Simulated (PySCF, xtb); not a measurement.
ClH6NOSi2, SMILES O[Si@H](Cl)N[SiH3]. One conformer was computed; it need not be the lowest.

Harmonic wavenumbers (cm⁻¹) from GFN2-xTB (xtb) at its own minimum, in rising order: 35, 86, 111, 179, 234, 254, 265, 366, 489, 574, 583, 633, 680, 725, 757, 787, 797, 818, 905, 990, 1203, 2219, 2257, 2294, 2360, 3475, 3654.

**Question.** What does PBE-D3(BJ)/def2-SVP run with PySCF give at its own minimum? (An estimate is asked for; the answer gives what the named calculation found.)

**Answer.** 54, 112, 135, 183, 268, 288, 330, 387, 510, 601, 685, 704, 779, 808, 877, 886, 904, 915, 924, 968, 1147, 2165, 2167, 2173, 2239, 3504, 3748. Paired by order, the mean absolute difference is 61 cm⁻¹ and the zero-point energies are 39.6 and 40.7 kcal/mol.
